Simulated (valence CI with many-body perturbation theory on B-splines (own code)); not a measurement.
Mn¹¹⁺ in brief

Method: configuration interaction combined with many-body perturbation theory (CI+MBPT): four valence electrons over a frozen Dirac-Fock core [Ne], a basis of 11 s, 11 p, 9 d, 7 f, 5 g, 2 h, 1 i functions for each j, with the one-electron correlation potential Σ1, the two-electron term Σ2, the three-electron term Σ3, Breit, model QED; selected CI, second order for the rest, scaled by the run's own slope (own B-spline code, finite nucleus).

No measured levels were compared; by estimate levels of excited configurations hold to 0.05 to 0.15 % of their energy, terms of the ground configuration to about 0.5 %.

Rates and lifetimes use the calculated energies. Strong lines usually hold to 10 to 20 %, long lifetimes can be off by a factor of two.

**Question.** What is the ground level?

**Answer.** 3s²3p² ³P_0, composition 94 % 3s²3p² ³P + 3 % 3s²3p² ¹S.

**Question.** Where does the other parity begin?

**Answer.** At 3s3p³ ⁵S°_2, 24.290 eV.

**Question.** What is the ionisation energy?

**Answer.** 313.23 eV; NIST lists 314.4 ± 0.6 eV (semi-empirical).

**Question.** How is the term ³P of the ground level split?

**Answer.** J = 0 at 0.000, J = 1 at 0.896, J = 2 at 1.865 eV.

**Question.** Among levels below 94.467 eV, which E1 lines absorb most strongly from the ground level?

**Answer.** to 3s²3p3d ³P°_1 at 21.74 nm, f = 0.831; to 3s²3p3d ³D°_1 at 21.28 nm, f = 0.204; to 3s3p³ ³S°_1 at 25.91 nm, f = 0.183.

**Question.** Name the longest-lived excited levels whose lifetime is computed, and their main decay.

**Answer.** 3s²3p² ³P_2 at 1.865 eV lives 166 ms, mostly by M1 to 3s²3p² ³P_1; 3s²3p² ³P_1 at 0.896 eV lives 151 ms, mostly by M1 to 3s²3p² ³P_0; 3s²3p² ¹D_2 at 5.239 eV lives 10.8 ms, mostly by M1 to 3s²3p² ³P_2. The lifetime of 3s²3p3d ³F°_4 is too uncertain to give, and may be longer.

**Question.** How well does LS coupling describe the low levels?

**Answer.** Among the lowest 20 levels the leading LS term, summed over configurations, holds 92 % on average. For single configurations the figures are 83 % in LS and 64 % in jj coupling. Terms mix most in the J = 2 level at 56.111 eV, where the leading one holds 49 %.
